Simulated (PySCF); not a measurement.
PySCF job for TaF4, SMILES [F][Ta+]([F])([F])[F], charge +1, multiplicity 1, B3LYP-D3(BJ)/def2-SVP. Geometry: B3LYP-D3(BJ)/def2-SVP. The multiplicity is an assumed one; other spin states were not compared. The isomer is the one that the SMILES or the coordinates give; other isomers of the formula were not compared. The def2 effective core potentials stand for the cores of Ta; spin–orbit coupling is left out.

```python
import numpy as np
from pyscf import gto, scf, dft, df
from pyscf.hessian import thermo

mol = gto.M(
    atom='''
    Ta    0.00000000    0.00000000    0.00000000
    F    -1.05052430    1.05052430   -1.05052430
    F     1.05052430    1.05052430    1.05052430
    F     1.05052430   -1.05052430   -1.05052430
    F    -1.05052430   -1.05052430    1.05052430
    ''',
    basis='def2-SVP',
    ecp={'Ta': 'def2-svp'},
    charge=1,
    spin=0,
    max_memory=1600,
    verbose=3,
)
mf = dft.RKS(mol, xc='b3lyp').density_fit(auxbasis='def2-universal-jkfit')
mf.disp = 'd3bj'
mf.grids.level = 3
mf.conv_tol = 1e-11
mf.max_cycle = 100
mf.kernel()

# analytic Hessian; the response equations are solved on a coarser grid
h, args, fine = mf.Hessian(), (mf.mo_energy, mf.mo_coeff, mf.mo_occ), mf.grids
h.max_memory = max(150, 2.5e-5 * df.make_auxmol(mol, mf.with_df.auxbasis).nao * mol.nelec[0] * (mol.nelec[0] + mol.nao))  # MB; small integral blocks
h1ao = h.make_h1(mf.mo_coeff, mf.mo_occ)
mf.grids = dft.Grids(mol).set(level=1).build(with_non0tab=True)
mo1, mo_e1 = h.solve_mo1(*args, h1ao)
mf.grids = fine
hess = h.hess_elec(*args, mo1, mo_e1, h1ao) + h.hess_nuc()
if mf.do_disp():
    hess += h.get_dispersion()
for i in range(mol.natm):  # the analytic DFT Hessian lacks the response of the grid: restore translational invariance
    hess[i, i] -= hess[i].sum(axis=0)
hess = (hess + hess.transpose(1, 0, 3, 2)) / 2
vib = thermo.harmonic_analysis(mol, hess, imaginary_freq=False)
thermo.dump_normal_mode(mol, vib)
th = thermo.thermo(mf, vib['freq_au'][vib['freq_au'] > 0], 298.15, 101325)
thermo.dump_thermo(mol, th)
g0 = mf.nuc_grad_method().set(verbose=0).kernel()

# dipole derivatives [dipole axis, atom, xyz] from the same response
r, irp = mol.intor('int1e_r'), mol.intor('int1e_irp').reshape(3, 3, mol.nao, mol.nao)
sl, dm0, ok = mol.aoslice_by_atom(), np.array(mf.make_rdm1()), []
dmu = np.einsum('a,xt->xat', mol.atom_charges(), np.eye(3))
for a, (_, _, p0, p1) in enumerate(sl):
    dmu[:, a] += 2 * np.einsum('xtij,ij->xt', irp[:, :, :, p0:p1], dm0.reshape(-1, mol.nao, mol.nao).sum(0)[:, p0:p1])
    for u, c, occ, f in [(mo1, mf.mo_coeff, mf.mo_occ, 4)]:
        dmu[:, a] -= f * np.einsum('tui,xuv,vi->xt', u[a], r, c[:, occ > 0], optimize=True)
L = vib['norm_mode']
ir = 974.8801 * (np.einsum('xat,kat->kx', dmu, L) ** 2).sum(1)       # km/mol
apt = np.einsum('xax->a', dmu) / 3

# polarisability derivatives from nuclear gradients in small electric fields
h0, F = mf.get_hcore(), 0.005
def in_field(f, guess):
    m = mf.copy()
    m.verbose, m.conv_tol, m.conv_tol_grad = 0, 1e-11, 2e-7
    m.get_hcore = lambda *a: h0 + np.einsum('x,xij->ij', f, r)
    m.kernel(guess)
    ok.append(m.converged)
    dm = np.array(m.make_rdm1())
    g = m.nuc_grad_method().kernel() - np.outer(mol.atom_charges(), f)
    for a, (_, _, p0, p1) in enumerate(sl):
        g[a] -= 2 * np.einsum('x,xtij,ij->t', f, irp[:, :, :, p0:p1], dm[:, p0:p1])
    return g, -np.einsum('xij,ij->x', r, dm), dm
E = np.eye(3) * F
g0, _, dm0 = in_field(np.zeros(3), dm0)
gp = [in_field(e, dm0) for e in E]
gm = [in_field(-e, 2 * dm0 - p[2]) for e, p in zip(E, gp)]
alpha = np.array([(p[1] - q[1]) / (2 * F) for p, q in zip(gp, gm)])  # bohr^3
check = abs(np.array([-(p[0] - q[0]) / (2 * F) for p, q in zip(gp, gm)]) - dmu).max()
print('static polarisability / bohr^3:', alpha.round(3))
print('largest difference of analytic and finite-field dipole derivatives / e:', check)
da = np.zeros((3, 3, mol.natm, 3))
for x in range(3):
    da[x, x] = -(gp[x][0] + gm[x][0] - 2 * g0) / F**2
for x, y in ((0, 1), (0, 2), (1, 2)):
    up, down = in_field(E[x] + E[y], gp[x][2] + gp[y][2] - dm0), in_field(-E[x] - E[y], gm[x][2] + gm[y][2] - dm0)
    both = -(up[0] + down[0] - 2 * g0) / F**2
    da[x, y] = da[y, x] = (both - da[x, x] - da[y, y]) / 2
aq = np.einsum('xyat,kat->kxy', da, L) * 0.529177210903**2           # A^2/amu^1/2
a = np.einsum('kxx->k', aq) / 3
g2 = 1.5 * (aq**2).sum((1, 2)) - 4.5 * a**2
raman, depol = 45 * a**2 + 7 * g2, 3 * g2 / (45 * a**2 + 4 * g2 + 1e-12)
print('mode   freq/cm-1   IR/(km/mol)   Raman/(A^4/amu)   depolarisation')
for k, w in enumerate(vib['freq_wavenumber']):
    print(f'{k + 1:4d} {w:11.2f} {ir[k]:13.3f} {raman[k]:17.3f} {depol[k]:16.3f}')
print('max |gradient| / (hartree/bohr):', abs(g0).max())
print('APT charges:', apt.round(4))
```

Output:

```
converged SCF energy = -456.057710463388

WARN: DFTD3 does not support analytical Hessian, using finite difference


WARN: Mole.unit (angstrom) is changed to Bohr

Mode                                 0                   1                   2
Irrep
Freq [cm^-1]                      171.9153            171.9153            171.9153
Reduced mass [au]                  22.1643             22.1643             22.1643
Force const [Dyne/A]                0.3860              0.3860              0.3860
Char temp [K]                     247.3478            247.3478            247.3478
Normal mode                   x     y     z       x     y     z       x     y     z
       0  Ta                 0.02  0.01 -0.02    0.00  0.03  0.01    0.02 -0.01  0.02
       1   F                -0.10 -0.02  0.07   -0.04 -0.09 -0.07   -0.00 -0.06  0.01
       2   F                -0.07 -0.02  0.10    0.07 -0.05  0.03   -0.03  0.09 -0.02
       3   F                -0.02 -0.09  0.02   -0.07 -0.05  0.03   -0.07  0.01 -0.10
       4   F                 0.00  0.06 -0.00    0.03 -0.08 -0.08   -0.10  0.02 -0.07
Mode                                 3                   4                   5
Irrep
Freq [cm^-1]                      192.3433            192.3433            787.4735
Reduced mass [au]                  18.9984             18.9984             18.9984
Force const [Dyne/A]                0.4141              0.4141              6.9413
Char temp [K]                     276.7391            276.7391           1132.9991
Normal mode                   x     y     z       x     y     z       x     y     z
       0  Ta                -0.00 -0.00 -0.00   -0.00 -0.00 -0.00   -0.00  0.00 -0.00
       1   F                -0.09 -0.03  0.06   -0.02 -0.09 -0.07   -0.07  0.07 -0.07
       2   F                 0.09 -0.03 -0.06    0.02 -0.09  0.07    0.07  0.07  0.07
       3   F                 0.09  0.03  0.06    0.02  0.09 -0.07    0.07 -0.07 -0.07
       4   F                -0.09  0.03 -0.06   -0.02  0.09  0.07   -0.07 -0.07  0.07
Mode                                 6                   7                   8
Irrep
Freq [cm^-1]                      791.9311            791.9312            791.9312
Reduced mass [au]                  21.6351             21.6351             21.6351
Force const [Dyne/A]                7.9944              7.9944              7.9944
Char temp [K]                    1139.4126           1139.4126           1139.4126
Normal mode                   x     y     z       x     y     z       x     y     z
       0  Ta                 0.02  0.01 -0.01    0.00  0.02  0.02    0.02 -0.01  0.01
       1   F                 0.01 -0.02  0.02    0.00 -0.01 -0.00   -0.11  0.11 -0.11
       2   F                -0.04 -0.04 -0.04   -0.09 -0.09 -0.09   -0.05 -0.04 -0.04
       3   F                -0.05  0.04  0.05    0.08 -0.09 -0.09   -0.04  0.04  0.04
       4   F                -0.11 -0.10  0.10   -0.00 -0.01  0.00    0.02  0.02 -0.02
temperature 298.1500 [K]
pressure 101325.00 [Pa]
Rotational constants [GHz] 3.01299 3.01299 3.01299
Symmetry number 12
Zero-point energy (ZPE) 0.00926 [Eh]   24306.320 [J/mol]
                           tot       elec      trans        rot        vib
Entropy [J/mol/K]       322.051      0.000    177.949     91.746     52.355
Cv [J/mol/K]             75.135      0.000     12.472     12.472     50.192
Cp [J/mol/K]             83.450      0.000     20.786     12.472     50.192
Internal energy [J/mol]                      3718.434   3718.434  32939.653
Internal energy [Eh]   -456.04233  -456.05771
Enthalpy [J/mol]                             6197.391   3718.434  32939.653
Enthalpy [Eh]          -456.04139
Gibbs free energy [J/mol]                  -46858.205 -23635.659  17329.923
Gibbs free energy [Eh] -456.07796
static polarisability / bohr^3: [[27.277 -0.    -0.   ]
 [-0.    27.277 -0.   ]
 [ 0.     0.    27.277]]
largest difference of analytic and finite-field dipole derivatives / e: 0.00025159788788986504
mode   freq/cm-1   IR/(km/mol)   Raman/(A^4/amu)   depolarisation
   1      171.92        15.647             0.506            0.750
   2      171.92        15.647             0.506            0.750
   3      171.92        15.647             0.506            0.750
   4      192.34         0.000             2.051            0.750
   5      192.34         0.000             2.051            0.750
   6      787.47         0.000            13.527            0.000
   7      791.93       114.059             1.459            0.750
   8      791.93       114.059             1.460            0.750
   9      791.93       114.059             1.459            0.750
max |gradient| / (hartree/bohr): 0.0002673642255094109
APT charges: [ 3.0828 -0.5207 -0.5207 -0.5207 -0.5207]
```

The calculation finished and met its thresholds.

Cost: about 90 core-seconds (a rough figure).
